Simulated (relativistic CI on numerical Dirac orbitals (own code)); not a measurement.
# Ir2+: 5p photoemission

Computed with this model: Dirac-Coulomb-Breit CI, orbitals from a KLI potential per configuration, model QED, valence Slater integrals scaled by 0.9, multiplet model of photoemission in the sudden approximation; configurations [Xe] 4f14 5d7 → [Kr] 4d10 4f14 5s2 5p5 5d7; 300 K; Lorentzian 2.1 eV and Gaussian 0.6 eV FWHM. Energies are those of the free ion, without screening or charge transfer. The energies are binding energies and can lie tens of eV above those of solids. S is read from ⟨S²⟩ = S(S + 1).

Field parameters in Wybourne normalisation: Td as Oh with Dq negative (B⁴₀ = 21Dq, B⁴₄ = √(5/14) B⁴₀). The field is a parameter set, without covalency.

Computed curve for Td, 10Dq = -19750 cm⁻¹, scaled to 100 at the maximum (points under 2 are left out and the grid is thinned):

| Energy (eV) | Intensity |
| --- | --- |
| 64.6 | 2.1 |
| 65.6 | 2.5 |
| 66.6 | 3.0 |
| 67.6 | 3.8 |
| 68.6 | 5.0 |
| 69.6 | 7.0 |
| 70.6 | 10.4 |
| 71.6 | 17.3 |
| 72.6 | 34.5 |
| 73.6 | 77.7 |
| 74.6 | 97.4 |
| 75.6 | 88.0 |
| 76.6 | 72.9 |
| 77.6 | 48.1 |
| 78.6 | 41.2 |
| 79.6 | 39.3 |
| 80.6 | 36.6 |
| 81.6 | 33.6 |
| 82.6 | 34.5 |
| 83.6 | 33.2 |
| 84.8 | 25.8 |
| 85.8 | 20.3 |
| 86.8 | 17.7 |
| 87.8 | 14.1 |
| 88.8 | 12.3 |
| 89.8 | 14.2 |
| 90.8 | 22.4 |
| 91.8 | 44.1 |
| 92.8 | 50.6 |
| 93.8 | 36.7 |
| 94.8 | 34.9 |
| 95.8 | 36.2 |
| 96.8 | 33.6 |
| 97.8 | 22.6 |
| 98.8 | 12.8 |
| 99.8 | 7.7 |
| 100.8 | 5.0 |
| 101.8 | 3.5 |
| 102.8 | 2.6 |
| 103.8 | 2.0 |

The ground state has S = 1.47, and the centroid lies at 82.71 eV.
